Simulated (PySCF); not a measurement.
**Electronic structure of Ge (germanium, neutral) at the UHF level**

Configuration: [Ar] 3d10 4s2 4p2, high-spin 3P determinant. Computed with PySCF 2.14 in aug-cc-pVDZ-DK, with the spin-free X2C one-electron Hamiltonian (Gaussian nucleus).

```json
{
 "Total energy": "-2096.959641 hartree",
 "One-electron energy": "-2922.3876 hartree",
 "Hartree (Coulomb) energy": "904.0207 hartree",
 "Exchange energy": "-78.5927 hartree",
 "⟨S²⟩": "2.0101",
 "⟨L²⟩": "2.029",
 "Sum of ⟨r⟩": "24.10 bohr",
 "Sum of ⟨r²⟩": "41.25 bohr²",
 "Traceless quadrupole moment −½Σ⟨3z² − r²⟩ along its main axis": "3.90 e·bohr²",
 "Langevin diamagnetic susceptibility": "-32.7 ×10⁻⁶ cm³/mol",
 "Time after the integrals": "0.18 s of wall time on 1 thread of Neoverse-N1 (shared host)"
}
```

```tsv
shell	electrons	mean orbital energy (eV)	spread (eV)	rms radius, mean of both spins (bohr)
1s α	1	-11178.9	0	0.0542
1s β	1	-11178.8	0	0.0542
2s α	1	-1454.2	0	0.227
2s β	1	-1454.2	0	0.227
2p α	3	-1266.3	0.031	0.203
2p β	3	-1266.2	0.100	0.203
3s α	1	-201.70	0	0.668
3s β	1	-201.52	0	0.668
3p α	3	-142.01	0.010	0.700
3p β	3	-141.76	0.389	0.700
3d α	5	-43.591	0.264	0.817
3d β	5	-43.442	0.420	0.817
4s α	1	-17.527	0	2.36
4s β	1	-13.468	0	2.36
4p α	2	-7.883	0	3.10
```

Densities and radii are taken from the X2C orbitals without a picture-change correction, which distorts them close to the nucleus.
